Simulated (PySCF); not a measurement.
C9H10O.
Structure used (PBE0-D3(BJ)/def2-SVP), in Å, numbered top down from 1:
```xyz
20
C9H10O angstrom
C      2.885    1.200   -0.641
C      1.986    0.313   -1.069
C      1.511   -0.880   -0.289
C      0.060   -0.765    0.030
C     -1.006   -1.462   -0.369
C     -2.210   -0.706    0.227
C     -2.323    0.634   -0.534
C     -1.260    1.332   -0.133
C     -0.543    0.395    0.860
O     -1.652   -0.258    1.452
H      3.367    1.097    0.337
H      3.179    2.056   -1.253
H      1.515    0.453   -2.051
H      2.097   -0.962    0.644
H      1.686   -1.803   -0.867
H     -1.054   -2.327   -1.031
H     -3.136   -1.274    0.381
H     -3.080    0.886   -1.277
H     -0.906    2.311   -0.454
H      0.114    0.860    1.606
```

The calculation used PBE0-D3(BJ)/def2-SVP geometry optimisation, gas phase (PySCF 2.14.0).

Take the most abundant isotopes and a rigid rotor. The values belong to one conformer with, in the numbering `[CH2:1]=[CH:2][CH2:3][C:4]1=[CH:5][C@@H:6]2[CH:7]=[CH:8][C@H:9]1[O:10]2`, C1–C2–C3–C4 116°, C2–C3–C4–C5 113°.

Problem. Give the principal moments of inertia and the rotational constants in GHz.

Solution. Ia = 174.36, Ib = 507.17, Ic = 560.21 u·Å²; 505379 MHz·u·Å²/I gives 2898, 996.5 and 902.1 MHz, that is A = 2.8984, B = 0.9965, C = 0.9021 GHz.

Problem. Classify the top.

Solution. A near-prolate asymmetric top. Ray's parameter κ = (2B − A − C)/(A − C) = -0.905; −1 is the prolate and +1 the oblate limit.

Problem. What does the inertial defect say?

Solution. Not planar: Δ = Ic − Ia − Ib = -121.33 u·Å². For a rigid frame Δ = −2 Σ m c², so Σ m c² = 60.66 u·Å² lies off the ab plane: 13.73 from hydrogen and 46.93 from heavier atoms. The atom farthest from that plane is 1.75 Å away.

Problem. Give the other two planar moments, Paa and Pbb, and the rms extents of the mass along the axes.

Solution. Paa = Σ m a² = (Ib + Ic − Ia)/2 = 446.51 and Pbb = Σ m b² = (Ia + Ic − Ib)/2 = 113.70 u·Å². With the mass M = 134.07 u, the rms extents √(P/M) along a, b and c are 1.82, 0.92, 0.67 Å.

Problem. Which lines would a microwave search look for?

Solution. The dipole components are |μa| = 1.16 D, |μb| = 0.08 D, |μc| = 1.57 D. The squared components, which scale the intensities, stand as 0.55 : 0.00 : 1.00 (a : b : c). Some lines, for components of 0.1 D or more:

```tsv
type	branch	J(Ka,Kc)	MHz	lower level (cm⁻¹)
a	Q	3(1,2) ← 3(1,3)	566	0.435
c	Q	2(1,2) ← 2(0,2)	1811	0.190
c	R	1(1,0) ← 0(0,0)	3895	0.000
c	Q	2(2,1) ← 2(1,1)	5706	0.260
a	R	3(1,2) ← 2(1,1)	5835	0.260
c	R	2(1,1) ← 1(0,1)	5888	0.063
c	Q	3(3,1) ← 3(2,1)	9731	0.641
c	R	3(2,1) ← 2(1,1)	11419	0.260
c	R	3(2,2) ← 2(1,2)	11685	0.250
c	R	3(3,0) ← 2(2,0)	15440	0.450
c	R	3(3,1) ← 2(2,1)	15444	0.450
```

Problem. Estimate the classical rotational partition function at 10 K, 50 K and 500 K.

Solution. Point group C1, symmetry number σ = 1; q = (√π/σ)·√((kT/h)³/(ABC)), k/h = 20836.6 MHz/K: 3300 at 10 K, 36900 at 50 K, 1170000 at 500 K.

Whether it is a minimum is left open (no frequencies). Constants of a rigid frame at the computed geometry: no zero-point averaging, no centrifugal distortion.
